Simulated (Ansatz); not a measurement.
This geometry of BFH7NOSi3 (14 atoms, charge 0, multiplicity 1) is a first-order saddle point.

All numbers below come from RKS PBE/STO-3G (Ansatz).

```xyz
14
Properties=species:S:1:pos:R:3
F -2.808 -0.330 1.924
B -1.563 -0.441 1.512
Si 0.176 -0.866 2.375
N 0.752 -0.828 0.704
Si -0.644 -0.347 -0.253
O -0.543 1.240 -0.913
Si 0.421 1.416 -2.325
H 0.392 -2.166 3.022
H 0.835 0.111 3.252
H 1.717 -1.054 0.373
H -0.875 -1.286 -1.371
H 1.373 2.501 -2.103
H -0.423 1.797 -3.456
H 1.175 0.223 -2.712
```

Q: Which two structures does it join? (They come from a converged band through this point; their orientation in space is the band's.)

A: No bond is made or broken. The dihedral Si5–O6–Si7–H14 goes from 55 to -67°. The two ends are copies of one structure, up to a mirror image or an exchange of like atoms.

Initial state:

```xyz
14
Properties=species:S:1:pos:R:3
F -2.787 -0.871 1.787
B -1.527 -0.664 1.467
Si 0.163 -0.413 2.481
N 0.870 -0.437 0.862
Si -0.500 -0.551 -0.235
O -0.814 0.875 -1.161
Si 0.251 1.113 -2.486
H 0.682 -1.482 3.344
H 0.415 0.830 3.222
H 1.886 -0.393 0.625
H -0.332 -1.664 -1.194
H 1.628 1.390 -2.073
H -0.249 2.272 -3.214
H 0.301 -0.034 -3.396
```

Final state:

```xyz
14
Properties=species:S:1:pos:R:3
F -2.803 -0.223 1.951
B -1.576 -0.400 1.510
Si 0.142 -0.992 2.315
N 0.695 -0.897 0.639
Si -0.679 -0.271 -0.263
O -0.489 1.344 -0.849
Si 0.501 1.485 -2.244
H 0.275 -2.339 2.883
H 0.879 -0.116 3.235
H 1.639 -1.164 0.280
H -0.991 -1.124 -1.430
H 0.435 2.880 -2.658
H 0.054 0.639 -3.353
H 1.904 1.148 -1.988
```

Q: How far does it lie above each of them?

A: 1.2 kcal/mol above the first and 1.2 kcal/mol above the second. This is the barrier of this one path; another mechanism may lie lower. Limits of this set-up: minimal basis.

Time of the run: 2.1 min on 1 thread of Arm Neoverse V1, with other jobs on the host, peak memory 0.11 GiB.
